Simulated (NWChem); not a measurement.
System: bromotrifluoromethane (CBrF₃); SMILES C(Br)(F)(F)F

The following NWChem deck was run.

```
start job
memory heap 200 mb stack 900 mb global 1100 mb
geometry units angstroms noautoz
  F      0.875682     0.875682    -1.268664
  C      0.000000     0.000000    -0.818225
  F      0.320522    -1.196203    -1.268664
  F     -1.196203     0.320522    -1.268664
  Br     0.000000     0.000000     1.112917
end
basis spherical
  * library def2-tzvpd
end
dft
  xc slater vwn_5
  iterations 150
  semidirect filesize 400000000
  mulliken
end
task dft energy
```

Coordinates come from a PBE0/def2-SVP optimisation.

Problem. What results follow from this input? (LDA (Slater exchange, VWN5)/def2-TZVPD.) Quantities: energy (Ha); highest occupied level (eV); orbital gap (eV); dipole (D).

Solution. The energy (Ha) is -2906.19 and the highest occupied level (eV) is -7.97. The orbital gap (eV) comes out as 5.71. The dipole (D) is 0.28.
